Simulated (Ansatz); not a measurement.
Ansatz (a quantum-chemistry and plane-wave program) input (CCSD(T)/cc-pwCVTZ):
A basis named .json is the Basis Set Exchange file of that set.

Ansatz 0.2 input:
```yaml
crystal:
  periodic: [false, false, false]
  atoms:
    - {symbol: C, position_ang: [-1.96977657, 0.13152986, 0.09673017]}
    - {symbol: Si, position_ang: [-0.16308848, 0.25617101, 0.18199439]}
    - {symbol: F, position_ang: [0.33703742, 0.16236814, 1.68369152]}
    - {symbol: F, position_ang: [0.33340002, 1.64327591, -0.40405878]}
    - {symbol: Cl, position_ang: [0.77336209, -1.22116537, -0.86755888]}
    - {symbol: H, position_ang: [-2.54090090, 0.59753142, -0.69657291]}
    - {symbol: H, position_ang: [-2.53829335, -0.46408974, 0.80007660]}
basis:
  gaussian:
    orbitals: cc-pwCVTZ.json
magnetization: {spin_polarized: true, initial_magnetization: 1}
correlation: {method: ccsd_t, electrons: outside_noble_gas}
```

End of the output:

```
reference -26848.09033915 eV, -986.6491216746 hartree; 16, 15 occupied and 246, 247 virtual orbitals, 1625 factors
second order -26.13723278 eV of doubles, -0.00000000 eV of singles
coupled cluster: 5.43 GiB planned
cycle   1  -26.33528514 eV  change   -2.0e-1 eV  update   9.6e-2
cycle   2  -26.84393963 eV  change   -5.1e-1 eV  update   2.8e-2
cycle   3  -26.96670463 eV  change   -1.2e-1 eV  update   1.4e-2
cycle   4  -26.95460197 eV  change    1.2e-2 eV  update   3.7e-3
cycle   5  -26.95342399 eV  change    1.2e-3 eV  update   1.8e-3
cycle   6  -26.95451373 eV  change   -1.1e-3 eV  update   6.4e-4
cycle   7  -26.95434819 eV  change    1.7e-4 eV  update   2.8e-4
cycle   8  -26.95439297 eV  change   -4.5e-5 eV  update   9.6e-5
cycle   9  -26.95444990 eV  change   -5.7e-5 eV  update   4.3e-5
cycle  10  -26.95441361 eV  change    3.6e-5 eV  update   1.8e-5
perturbative correction -0.93258405 eV, -0.0342718316 hartree
Total energy: -26875.97733681 eV, -987.6739499359 hartree
```

It need not be the lowest isomer of its formula.
